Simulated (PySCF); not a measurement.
C₃H₆OSi, SMILES C1[SiH2]COC=1.

Geometry optimised at PBE-D3(BJ)/def2-SVP. The structure was generated by enumeration, and PubChem lists no compound with its InChIKey, so it may never have been made. The values are those of a single conformer.

Method: PBE-D3(BJ)/def2-SVP (PySCF).

Frequencies are harmonic and unscaled.

```csv
mode,ν (cm⁻¹),IR (km/mol),moving atoms (share of kinetic energy)
1,121,1.5,"H 41 %, C 33 %, O 21 %"
2,380,10.9,"H 47 %, C 40 %, O 13 %"
3,471,9.5,"Si 47 %, C 27 %, O 21 %"
4,482,13.2,H 90 %
5,626,2.3,"C 55 %, Si 22 %, H 17 %"
6,627,16.3,"H 75 %, C 15 %"
7,705,37.8,"H 50 %, C 31 %, Si 10 %, O 9 %"
8,717,47.8,"H 80 %, C 17 %"
9,732,4.9,"C 46 %, H 42 %, Si 11 %"
10,789,22.2,"H 68 %, C 25 %"
11,847,26.5,"C 44 %, H 34 %, O 12 %, Si 11 %"
12,893,33.4,"C 50 %, O 37 %, H 12 %"
13,926,1.8,"H 73 %, C 27 %"
14,951,110.7,H 96 %
15,1007,53.5,"H 61 %, C 19 %, O 19 %"
16,1150,55.8,"H 57 %, C 37 %"
17,1173,3.7,H 91 %
18,1253,33.6,"H 64 %, O 24 %, C 12 %"
19,1293,6.9,"H 57 %, C 40 %"
20,1395,5.3,H 89 %
21,1582,170.6,"C 87 %, H 10 %"
22,2140,131.6,H 96 %
23,2146,123.6,H 98 %
24,2994,15.2,H 95 %
25,3049,6.8,"H 90 %, C 10 %"
26,3107,10.0,"H 92 %, C 8 %"
27,3174,1.1,"H 91 %, C 9 %"
```
